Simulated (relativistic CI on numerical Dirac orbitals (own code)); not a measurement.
**Radial parameters of Cr**

Calculated at this level of theory: Dirac-Coulomb-Breit CI, KLI orbitals optimised for each configuration, a model potential for QED, valence Slater integrals scaled by 0.85, P86 correlation energy added to each configuration (own radial code, finite nucleus).

Slater integrals F^k, G^k are unscaled and averaged over j, outside the closed core [Ar]; ζ comes from projecting the Hamiltonian with its Breit term on Σ l·s of the shell.

- 3d⁵4s: F^2(3d,3d) = 62647, F^4(3d,3d) = 38361, ζ(3d) = 182.51, G^2(3d,4s) = 11855 cm⁻¹; <r>(3d) = 1.473, <r^2>(3d) = 3.075, <r>(4s) = 3.43, <r^2>(4s) = 13.78 (bohr units).
- 3d⁴4s²: F^2(3d,3d) = 71522, F^4(3d,3d) = 44165, ζ(3d) = 216.71 cm⁻¹; <r>(3d) = 1.304, <r^2>(3d) = 2.287 (bohr units).
- 3d⁵4p: F^2(3d,3d) = 64904, F^4(3d,3d) = 39842, ζ(3d) = 185.62, F^2(3d,4p) = 9376.2, G^1(3d,4p) = 5090.9, G^3(3d,4p) = 3602, ζ(4p) = 60.926 cm⁻¹; <r>(3d) = 1.422, <r^2>(3d) = 2.796, <r>(4p) = 5.298, <r^2>(4p) = 33.54 (bohr units).

(1) Give the Racah parameters of the d shell in 3d⁵4s.

In this model ζ of a weakly bound d, f or g electron outside closed shells comes out too small, for d by up to a factor of two or three and at times with the wrong sign; that of an outer p electron is too small as well.

For a near-neutral ion this model can misplace configurations by up to about 10,000 cm⁻¹ (more where the count of f electrons changes) and terms by 10 to 25 % of their spread. Rates follow the energies as ν³ (E1, M1) or ν⁵ (E2), so they and the lifetimes can be off by large factors. The fine structure of a lone outer electron comes out too small, for d and f at times inverted, and misplaced configurations move strength between like terms. 38 of the 38 excited levels that our extract of the measured tables holds in this range could be paired (the sources list more); they are missed by 3884 cm⁻¹ on average and 9725 at most, and levels without a partner can miss by more.

Averages of the first 10 configurations, taken without configuration mixing, which lowers the lowest level and can move excited configurations by several eV; other configurations of the list can lie among them:

```
Configuration  Parity  States  Average energy above the lowest level (eV)
        3d⁵4s    even     504                                         4.9
       3d⁴4s²    even     210                                         4.0
        3d⁵4p     odd    1512                                         7.4
      3d⁴4s4p     odd    2520                                         6.5
        3d⁵4d    even    2520                                         9.2
        3d⁵4f     odd    3528                                        10.1
          3d⁶    even     210                                         8.4
     3d³4s²4p     odd     720                                         9.5
     3d³4s4p²    even    3600                                        13.3
      3d⁴4s5s    even     840                                         8.5
```

Results:

(1) B = F²/49 − 5F⁴/441 = 844 cm⁻¹ and C = 35F⁴/441 = 3045 cm⁻¹; values fitted to spectra at such low charge are typically 15 to 30 % smaller.
